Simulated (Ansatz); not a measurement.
Coupled-cluster run, `C=C(S)[SeH]`.

```yaml
crystal:
  periodic: [false, false, false]
  atoms:
    - {symbol: C, position_ang: [-0.307359, 1.301534, -0.436780]}
    - {symbol: C, position_ang: [0.018082, 0.085310, -0.006630]}
    - {symbol: S, position_ang: [1.670596, -0.308588, 0.429997]}
    - {symbol: Se, position_ang: [-1.318248, -1.268926, 0.136975]}
    - {symbol: H, position_ang: [0.409202, 2.113871, -0.396751]}
    - {symbol: H, position_ang: [-1.289971, 1.508408, -0.841771]}
    - {symbol: H, position_ang: [1.374574, -1.141858, 1.441212]}
    - {symbol: H, position_ang: [-0.464675, -2.346950, -0.382050]}
basis:
  gaussian: {orbitals: def2-TZVPP}
correlation: {method: ccsd_t}
output: {orbitals: {seedname: orbitals}}
```

```sh
$ ansatz run in.yaml --threads 4 --pin off --events-out ev --progress --plain --max-ram 10444MiB
```

Log, shortened:

```
Functional definition: HF
1259 factors; integrals over basis functions are off by at most 9.7e-4 eV
mean field evaluation 1: about -78241.7330 eV, gradient 2.9e1 eV
mean field evaluation 2: about -78242.0075 eV, gradient 2.9e1 eV
mean field evaluation 4: about -78244.7630 eV, gradient 3.5e0 eV
mean field evaluation 8: about -78244.8413 eV, gradient 4.5e-1 eV
mean field evaluation 16: about -78244.8428 eV, gradient 1.6e-6 eV
mean field -78244.84283942 eV, -2875.4449380893 hartree, gradient 1.6e-6 eV, S^2 0.000000; 0 other end points of the search recorded, 0 dependent functions left out
16 core orbitals not correlated: weight in the atoms' cores, before any rotation towards them, 1.000 or more for the frozen orbitals, at most 0.000 for the correlated occupied ones
reference -78244.84283942 eV, -2875.4449380893 hartree; 17, 17 occupied and 175, 175 virtual orbitals, 1259 factors
second order -21.18918323 eV of doubles, -0.00000000 eV of singles
cycle   1  -21.40852576 eV  change   -2.2e-1 eV  update   1.1e-1
cycle   2  -22.01805518 eV  change   -6.1e-1 eV  update   3.2e-2
cycle   3  -22.11918069 eV  change   -1.0e-1 eV  update   1.5e-2
cycle   4  -22.11035112 eV  change    8.8e-3 eV  update   4.1e-3
cycle   5  -22.11160195 eV  change   -1.3e-3 eV  update   2.0e-3
cycle   6  -22.11170373 eV  change   -1.0e-4 eV  update   5.6e-4
cycle   7  -22.11150945 eV  change    1.9e-4 eV  update   3.0e-4
cycle   8  -22.11151113 eV  change   -1.7e-6 eV  update   1.1e-4
cycle   9  -22.11152046 eV  change   -9.3e-6 eV  update   4.5e-5
cycle  10  -22.11149101 eV  change    2.9e-5 eV  update   1.2e-5
perturbative correction -1.03025856 eV, -0.0378613036 hartree
Total energy: -78267.98458898 eV, -2876.2953816997 hartree
```

Run time 60 s (4 threads of an AMD EPYC 7B13 on a shared host); peak host memory 2.8 GiB.

The correlation energy is -23.142 eV, 4.5 % of it from (T); the T1 diagnostic reads 0.0110.
